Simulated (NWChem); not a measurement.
**Ionisation of hexafluorophosphate (F6P (-1))**

```xyz
7

F      0.0000     1.6309     0.0000
P      0.0000     0.0000     0.0000
F      0.0000     0.0000     1.6309
F      0.0000     0.0000    -1.6309
F      1.6309     0.0000     0.0000
F      0.0000    -1.6309     0.0000
F     -1.6309     0.0000     0.0000
```
Charge -1, spin multiplicity 1.

Program: NWChem. The geometry was optimised at PBE0/def2-SVP, a minimum by its harmonic frequencies.

Basis set: def2-SVPD. −ε marks an orbital energy of the parent.

B3LYP has NWChem's definition, with VWN1-RPA local correlation. The anion's geometry comes from a basis without diffuse functions.

Problem. For the first vertical ionisation energy, −ε(HOMO) of HF gives 11.52 eV and −ε(HOMO) of LDA (SVWN5) gives 3.79 eV. What do −ε(HOMO) of B3LYP, −ε(HOMO) of PBE, −ε(HOMO) of M06-2X give?

Solution. −ε(HOMO) of B3LYP: 5.41 eV; −ε(HOMO) of PBE: 3.54 eV; −ε(HOMO) of M06-2X: 7.84 eV.
